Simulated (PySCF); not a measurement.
Stationary points of H₂TiO

These are results of PBE0 in PySCF with Ti def2-TZVP, O def2-TZVP, H def2-TZVP; no relativity; density-fitted integrals, not measurements.

Relaxations began from a few typed shapes. The search is not exhaustive: other isomers or separated fragments can lie lower, and high-lying points may rest on an excited occupation.

(1) Which is the lowest minimum found?
A. singlet C2v: Ti–H 1.744 Å (×2), Ti–O 1.585 Å; H–Ti–H 129.7°, H–Ti–O 115.1° (×2)
B. singlet Cs: Ti–H 1.721 Å (×2), Ti–O 1.583 Å; H–Ti–H 115.6°, H–Ti–O 107.2° (×2)

Answers

(1) B. The others lie at 14.5 (singlet C2v, a saddle point) kJ/mol above it.
